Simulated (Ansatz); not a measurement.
Ansatz results at the PBE0-D4/def2-TZVP geometry: HOMO–LUMO gap (B3LYP/def2-TZVPP) 5.82 eV; HOMO–LUMO gap (PBE/def2-TZVPP) 4.29 eV; HOMO–LUMO gap (ωB97M-V/def2-TZVPP) 10.23 eV.

(1) Which molecule gave them?
A. `[OH][In]([OH])[F]`
B. `CC[N](C)[InH][Cl]`
C. `[CH3][In]([F])[O][SiH3]`
D. `[CH3][In]([Br])[Br]`

Results:

(1) D. The others give `CC[N](C)[InH][Cl]`: 4.70, 3.29, 8.80; `[CH3][In]([F])[O][SiH3]`: 6.23, 4.47, 10.84; `[OH][In]([OH])[F]`: 6.09, 4.09, 11.15.

B3LYP here is the variant with VWN-RPA as its local correlation; programs differ in this.
